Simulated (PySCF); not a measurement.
Ligands exchanged one at a time, Ge Cl-H. All species are isolated molecules in the gas phase. Strings in code marks are SMILES.

Computed with PBE-D3(BJ)/def2-TZVP // CAM-B3LYP-D3(BJ)/def2-TZVP in PySCF 2.14.0. Excitations are Tamm–Dancoff values on a coarser integration grid. The basis has no diffuse functions, so Rydberg states are missing or too high.

| species | S1 oscillator strength | HOMO (eV) | S1–T1 gap (TDA) (eV) | dipole moment (D) |
|---|---|---|---|---|
| 0 of 4 Cl replaced by H (`[Cl][Ge]([Cl])([Cl])[Cl]`) | ? | ? | – | 0.00 |
| 1 of 4 Cl replaced by H | 0.000 | -7.94 | 0.32 | 1.36 |
| 2 of 4 Cl replaced by H | 0.021 | -7.63 | 0.49 | 1.84 |
| 3 of 4 Cl replaced by H | ? | -7.39 | 0.47 | 1.87 |
| 4 of 4 Cl replaced by H | – | ? | – | 0.00 |

**Question.** Fill in the missing entries.

**Answer.** 
- 0 of 4 Cl replaced by H (`[Cl][Ge]([Cl])([Cl])[Cl]`), S1 oscillator strength: 0.000
- 0 of 4 Cl replaced by H (`[Cl][Ge]([Cl])([Cl])[Cl]`), HOMO (eV): -8.20
- 3 of 4 Cl replaced by H, S1 oscillator strength: 0.013
- 4 of 4 Cl replaced by H, HOMO (eV): -8.36
